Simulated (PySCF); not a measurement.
# Two-component Hartree-Fock for Cl³⁺ (chlorine, charge +3)

Start: [Ne] 3s2 3p2; 3p1/2 filled at m_j = -1/2, +1/2. Calculated with PySCF 2.14 in x2c-SVPall-2c (4s4p1d, 21 functions): generalised Hartree-Fock with the X2C-1e Hamiltonian and a Gaussian nucleus; one run each with spin-orbit coupling (SO) switched off, then screened by Boettger's factors.

```
spinor shell  electrons  ε, spin-free (eV)  ε, screened SO (eV)  weight of nominal j (screened SO)  rms radius, screened SO (bohr)
       1s1/2          2            -2909.0              -2909.0                              1.000                           0.105
       2s1/2          2            -335.06              -335.04                              1.000                           0.478
       2p1/2          2            -264.35              -266.19                              0.847                           0.447
       2p3/2          4            -264.35              -263.40                              0.924                           0.451
       3s1/2          2            -65.561              -65.552                              1.000                            1.51
       3p1/2          2            -52.680              -52.708                              0.527                            1.68
```

| quantity | spin-free | screened SO |
| --- | --- | --- |
| E (hartree) | -458.01124 | -458.01427 |
| M_J | 0 | 0 |
| ⟨J²⟩ | 2.008 | 1.865 |
| ⟨L²⟩ | 2.005 | 2.004 |
| ⟨S²⟩ | 2.002 | 2.000 |

The determinant has a definite M_J but mixes levels of different J.

Each row is a mean over spinors that exchange with the open shell spreads, by up to 7.540 eV (3s1/2).

Rows whose weight is well below 1 are mixtures of j = l ± 1/2: exchange outweighs spin-orbit coupling there, and the label is only the starting occupation.

Without spin-orbit coupling the j labels of p, d and f shells carry no meaning; the spin-free column gives the mean over the occupied spinors of each nl shell.
